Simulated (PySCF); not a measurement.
SMILES CO[B]OC, doublet at its CAM-B3LYP/def2-SVP optimised geometry (Å):

```
11

C      2.0222     0.1409    -0.0001
O      1.2394    -1.0406     0.0000
B     -0.0963    -1.0406     0.0000
O     -0.8403     0.0803     0.0000
C     -2.2485     0.0981    -0.0002
H      1.3902     1.0406     0.0021
H      2.6673     0.1466     0.8909
H      2.6639     0.1488    -0.8935
H     -2.6084     0.6365     0.8894
H     -2.6085     0.6279    -0.8951
H     -2.6673    -0.9198     0.0048
```

Computed with unrestricted CAM-B3LYP/def2-TZVP (PySCF). Cells within 0.4 Å of a nucleus heavier than hydrogen are left out (blank, or x).

Map of the spin density (e/bohr³) on the plane z = 0.0 Å:

```
|000000000000000000000000000|
|000000000000000000000000000|
|000000000000000000000000000|
|000000000000000000000000000|
|000000000000000000000000000|
|000000000000000000000000000|
|000000000000000000000000000|
|000000000000000000000000000|
|000000000000000000000000000|
|000000000000000000000000000|
|000000000000000000000000000|
|000000000000000000000000000|
|0000000x000x000000xx0000000|
|0000000xx0xx000000xx0000000|
|000000000012100000100000000|
|000000000000xx00x0000000000|
|000000000013xx00xx000000000|
|000000000015971010000000000|
|000000000013441000000000000|
|000000000001110000000000000|
|000000000000000000000000000|
|000000000000000000000000000|
|000000000000000000000000000|
|000000000000000000000000000|
|000000000000000000000000000|
|000000000000000000000000000|
|000000000000000000000000000|
```
Scale: ten equal steps from -0.002 (start of '0') to 0.091 (end of '9'), in the order '0123456789'; x runs from -5.00 to 5.00, y from -5.00 (bottom) to 5.00 (top).
